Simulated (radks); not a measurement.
Results of a calculation; reference values are marked as such.
Question: Species: neutral rhenium. Configuration: [Xe] 4f14 5d5 6s2. Level of theory: Dirac Kohn-Sham, PBE, spin-unpolarised, spherical densities, point nucleus; open shells fill j = l - 1/2 first (a radial shooting solver on a logarithmic mesh with Libxc functionals). Some entries of the table are withheld. Estimate them.

| orbital | occ. | eigenvalue (eV) | <r^2> (bohr^2) |
|---|---|---|---|
| 1s1/2 | 2 | -71562.67 | 0.0004477 |
| 2s1/2 | 2 | -12398.11 | (1) |
| 2p1/2 | 2 | -11861.57 | 0.004859 |
| 2p3/2 | 4 | -10421.71 | 0.006057 |
| 3s1/2 | 2 | -2869.782 | 0.04446 |
| 3p1/2 | 2 | -2630.659 | 0.04075 |
| 3p3/2 | 4 | -2317.966 | 0.04731 |
| 3d3/2 | 4 | -1917.091 | 0.03659 |
| 3d5/2 | 6 | -1849.229 | 0.03839 |
| 4s1/2 | 2 | -598.4736 | 0.2192 |
| 4p1/2 | 2 | -498.7624 | 0.2256 |
| 4p3/2 | 4 | -425.8170 | 0.2605 |
| 4d3/2 | 4 | -262.3140 | 0.2822 |
| 4d5/2 | 6 | -248.8388 | 0.2952 |
| 5s1/2 | 2 | -84.6214 | 1.209 |
| 5p1/2 | 2 | -54.5372 | 1.469 |
| 5p3/2 | 4 | -43.5869 | 1.749 |
| 4f5/2 | 6 | -43.1018 | 0.4132 |
| 4f7/2 | 8 | -40.5910 | 0.4265 |
| 6s1/2 | 2 | -5.8641 | 10.92 |
| 5d3/2 | 4 | -5.6734 | (2) |
| 5d5/2 | 1 | -4.8057 | (3) |
| 6p1/2 | 0 | -1.6697 | 22.58 |
| 6p3/2 | 0 | -1.1655 | 29.27 |

Answer: 
(1) 2s1/2 <r^2> (bohr^2): 0.006816
(2) 5d3/2 <r^2> (bohr^2): 4.376
(3) 5d5/2 <r^2> (bohr^2): 4.849
